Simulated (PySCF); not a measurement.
## Ionisation energy of Pm⁵⁸⁺ by level of theory

Pm⁵⁸⁺ [He] 2s1 (2S) → Pm⁵⁹⁺ 1s2 (1S), as a difference of total energies. Calculation: PySCF 2.14, in an even-tempered Gaussian basis (19 s from 34 bohr⁻², ratio 2.2; 8 p from 52 bohr⁻², ratio 2.4; 5 d from 160 bohr⁻², ratio 2.4; 5 f from 230 bohr⁻², ratio 2.4; 4 g from 350 bohr⁻², ratio 2.4); the spin-free X2C one-electron Hamiltonian (Gaussian nucleus). Correlated levels: nothing frozen; virtual orbitals above 40 to 60 times the deepest correlated orbital energy dropped. The calculations carry no spin-orbit coupling.

```csv
method,ionisation energy (eV)
UHF,12810.7
LDA,12801.2
PBE,12816.5
PBE0,12815.1
r2SCAN,12807.2
M06,12805.8
TPSSh,12814.8
MP2 (all electrons),12810.9
SCS-MP2 (all electrons),12810.9
```

For this ion Breit and QED terms and the two-electron picture change, all absent here, outweigh the differences among the correlated methods.

For comparison: 12797.26 ± 0.07 eV (theoretical estimate listed by NIST; NIST Atomic Spectra Database, ionization energies).
